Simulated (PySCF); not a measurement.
**Electron correlation in S (sulfur, neutral)**

[Ne] 3s2 3p4, high-spin 3P determinant. All numbers are calculated (PySCF 2.14, scalar relativity by spin-free X2C-1e, in x2c-SVPall (4s3p1d, 18 functions)). Frozen: [Ne]; 6 electrons correlated.

MP2 pair energies summed by pair of shells (mhartree):

```tsv
pair	energy	share (%)
3p-3p	-38.26	46.6
3s-3p	-36.20	44.1
3s-3s	-7.69	9.4
```

Total MP2 correlation energy: -82.15 mhartree.

Same-spin part -19.87 and opposite-spin part -62.29 mhartree; SCS-MP2 scales them by 1/3 and 6/5 to -81.37 mhartree.

```tsv
level	correlation energy (mhartree)
CCSD	-100.45
(T)	-1.12
CCSD(T)	-101.57
```

Diagnostics: T1 = 0.0072, D1 = 0.0208, largest double amplitude 0.050.

Cost of the coupled-cluster step: 0.09 s of wall time on 1 thread of Neoverse-V1 (shared host), for 6 correlated electrons.
